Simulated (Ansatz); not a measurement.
`CO[CH2][AlH][F]` and `CO[CH2][AlH][SiH3]` differ in one atom or group.

Ansatz, PBE0-D4/def2-TZVP geometries, multiplicity 1. Each molecule was computed in one conformer, which needn't be the lowest.

```csv
property,`CO[CH2][AlH][F]`
HOMO–LUMO gap (ωB97M-V/def2-TZVPP) / eV,9.85
LUMO energy (PBE0/def2-TZVPP) / eV,-1.00
HOMO–LUMO gap (B3LYP/def2-TZVPP) / eV,5.54
size of the dipole moment (ωB97M-V/def2-TZVPP) / D,1.42
HOMO energy (PBE0/def2-TZVPP) / eV,-6.97
HOMO–LUMO gap (PBE/def2-TZVPP) / eV,3.80
```

(1) Give the same properties after the change, and the shifts. (An estimate is asked.)

Answers

(1) Computed: 
```
                                          property  `CO[CH2][AlH][SiH3]`  shift
           HOMO–LUMO gap (ωB97M-V/def2-TZVPP) / eV                  8.68  -1.17
                LUMO energy (PBE0/def2-TZVPP) / eV                 -1.82  -0.82
             HOMO–LUMO gap (B3LYP/def2-TZVPP) / eV                  4.46  -1.08
size of the dipole moment (ωB97M-V/def2-TZVPP) / D                  1.16  -0.26
                HOMO energy (PBE0/def2-TZVPP) / eV                 -6.66   0.31
               HOMO–LUMO gap (PBE/def2-TZVPP) / eV                  2.76  -1.04
```

With PBE0 the HOMO rises by 0.31 eV and the LUMO falls by 0.82 eV, so the gap narrows by about 1.13 eV. PBE moves the HOMO by 0.24 eV and ωB97M-V by 0.39 eV. Dipoles are sizes alone; their direction can turn.

B3LYP here is the variant with VWN-RPA as its local correlation; programs differ in this.
